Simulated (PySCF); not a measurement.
Cost of one run: EPR job, C7H6FO2.

Method: UKS B3LYP, pcH-1 on C F H O, non-relativistic, mean-field spin-orbit, GIAO (PySCF 2.14.0). Geometry: GFN2-xTB. Work: unrestricted SCF, g, hyperfine, density and orbital grids written, density fitting. The input is one job of a driver script: a line of settings, then coordinates in Å.

Command:
```bash
OMP_NUM_THREADS=1 python probes_run.py task.json out
```

Input:
```
{"job": {"kind": "epr", "basis": "pcH-1"}, "charge": 0, "multiplicity": 2}
C      1.764866    -0.038789     0.622763
C      1.642122    -0.428490    -0.794020
C      0.361663    -0.066333    -0.015119
C     -0.568422    -1.103005     0.351654
C     -1.973648    -0.915068     0.419727
O     -2.786830    -1.760912     0.719479
O     -2.463030     0.358377     0.114604
C     -1.628374     1.350572    -0.227621
C     -0.302584     1.208914    -0.305445
F      0.473561     2.255401    -0.657562
H      1.966024    -0.798471     1.361467
H      2.148957     0.941346     0.860529
H      1.756545    -1.466048    -1.065205
H      1.939119     0.277031    -1.554930
H     -0.202708    -2.087419     0.592408
H     -2.134861     2.281836    -0.434140
```

Hardware: one thread of an Intel Xeon Platinum 8488C, shared host with 96 logical CPUs at a one-minute load of 30. PySCF's memory limit was set to 1600 MB.

The basis has 310 functions.

**Question.** How long does the run take?

**Answer.** About 94 s. CPU seconds by part: SCF 43, spin–orbit mean field 5.1, g tensor 38, hyperfine 0.3.

**Question.** Estimate the peak memory.

**Answer.** About 1.1 GiB. Peak memory is the resident size of the whole Python process, interpreter and libraries included.

**Question.** At this speed, how long would 100 such jobs take on 32 cores, one job a core?

**Answer.** 100/32 gives 4 rounds of 94 s, about 6.3 min of wall time and 2.6 core-hours, if the jobs don't slow each other.

The host was shared with other jobs, so the times are rough.
